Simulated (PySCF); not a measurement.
Compound: C10H12O.
Atom-mapped SMILES: `[CH2:1]=[C:2]([c:3]1[cH:4][cH:5][cH:6][cH:7][cH:8]1)[C@H:9]([CH3:10])[OH:11]` (hydrogens: H12, H13 on C1; H14 on C4; H15 on C5; H16 on C6; H17 on C7; H18 on C8; H19 on C9; H20, H21, H22 on C10; H23 on O11)

Computed, not measured: PBE0-D3(BJ)/def2-SVP geometry optimisation, gas phase (PySCF).

Question: List the bond lengths, angles and torsions at this level.

Answer: 
```tsv
bond	length (Å)
C1=C2	1.339
C2–C3	1.482
C3–C4, C3–C8	1.403
C4–C5, C7–C8	1.392
C5–C6, C6–C7	1.394
C2–C9	1.521
C9–C10	1.525
C9–O11	1.402
C1–H12	1.092
C1–H13	1.093
C4–H14, C8–H18	1.093
C5–H15, C7–H17	1.093
C6–H16	1.093
C9–H19	1.105
C10–H20, C10–H21, C10–H22	1.101
O11–H23	0.965
```

Bonds in one row agree within 0.01 Å and their mean is given. A selection of angles:
```tsv
angle	degrees
C1–C2–C3	121.6
C1–C2–C9	120.9
C3–C2–C9	117.5
C2–C3–C4	120.7
C4–C3–C8	118.1
C3–C4–C5	121.0
C4–C5–C6	120.2
C5–C6–C7	119.4
C2–C9–C10	111.7
C2–C9–O11	112.8
C10–C9–O11	110.9
H23–O11–C9	107.3
```

Torsions: C1–C2–C3–C4 -43° (synclinal); C1–C2–C9–C10 125° (anticlinal); H23–O11–C9–C2 70° (synclinal).

Of the pairs four or more bonds apart, O11···H12 is among the closest relative to their van der Waals radii: 2.37 Å, 87 % of the sum of Bondi's values. The C–C distances run from 1.339 Å (C1=C2, drawn double) to 1.525 Å (C9–C10, drawn single), a spread of 0.186 Å. The 6-membered ring C3–C4–C5–C6–C7–C8 has internal angles of 118.1° to 121.0° (sum 720°, against 720° for a flat polygon); it is planar, 0.00 Å rms from its mean plane, widest ring torsion 1°.

Point group: C1 (no symmetry element, even within 0.4 Å). Not checked by PBE0-D3(BJ)/def2-SVP frequencies. The numbers are those of one conformer (C1–C2–C3–C4 -43°, C1–C2–C9–C10 125°, C2–C9–O11–H 70°).

Time: 3.5 min; peak memory 0.93 GiB. Hardware: an Intel Xeon Platinum 8488C with one thread, no GPU, shared host with 192 logical CPUs at a one-minute load of 124. This is the geometry optimisation.
